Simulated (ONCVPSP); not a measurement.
**How hard is this Pt ONCV potential?**

ONCVPSP 4.0.1 input, shortened (lines: element, Z, core and valence counts, functional; n l f; lmax; l rc ep ncon nbas qcut; lloc lpopt rc5 dvloc0; l nproj debl; icmod fcfact rcfact), LDA (Perdew-Wang 92), fully relativistic:

```
  Pt 78.00   10    4  -001012      upf
    1    0    2.00
    2    0    2.00
    2    1    6.00
    3    0    2.00
    3    1    6.00
    3    2   10.00
    4    0    2.00
    4    1    6.00
    4    2   10.00
    4    3   14.00
    5    0    2.00
    5    1    6.00
    5    2    9.00
    6    1    1.00
    2
    0    1.50    0.00    5    8    6.60
    1    1.65    0.00    3    7    8.90
    2    2.15    0.00    4    8    8.70
    0    5    1.50    0.00
    0    0    1.70
    1    2    3.40
    2    2    2.90
    1    0.50    0.00
```

Open shells are filled in proportion to 2j + 1.

Task: For each optimised wave give the share of its norm inside rc, the residual kinetic energy above qcut (Ha) and the cutoffs (Ha) for errors of 10, 1, 0.1 and 0.01 mHa per electron.

Result:

| wave | norm inside rc | residual KE | 10 mHa | 1 mHa | 0.1 mHa | 0.01 mHa |
| --- | --- | --- | --- | --- | --- | --- |
| 5s | 0.946 | 4.0e-03 | 19.1 | 56.7 | 74.1 | 83.8 |
| 5p j=3/2 | 0.900 | 3.1e-07 | 10.6 | 23.2 | 29.3 | 33.5 |
| 6p j=3/2 | 0.020 | 4.0e-08 | 6.9 | 10.4 | 24.0 | 30.2 |
| 5p j=1/2 | 0.944 | 2.0e-07 | 13.0 | 16.1 | 25.5 | 31.8 |
| 6p j=1/2 | 0.029 | 6.0e-08 | 9.1 | 12.8 | 17.5 | 29.6 |
| 5d j=5/2 | 0.774 | 3.3e-09 | 15.0 | 19.8 | 24.0 | 27.6 |
| d projector 2 j=5/2 | 0.218 | 1.1e-08 | 16.0 | 20.6 | 25.2 | 29.7 |
| 5d j=3/2 | 0.808 | 3.3e-09 | 15.7 | 20.5 | 24.6 | 28.3 |
| d projector 2 j=3/2 | 0.228 | 1.7e-08 | 16.6 | 21.4 | 26.0 | 30.3 |

The occupied waves need 57 Ha and 74 Ha for 1 and 0.1 mHa. Note: ghosts flagged at negative energy: d3/2 at -1529.2 eV; no localised positive-energy state flagged. A true bound ghost makes a file unfit for plane-wave use. 2 of 4 tests not solved or not reliable.
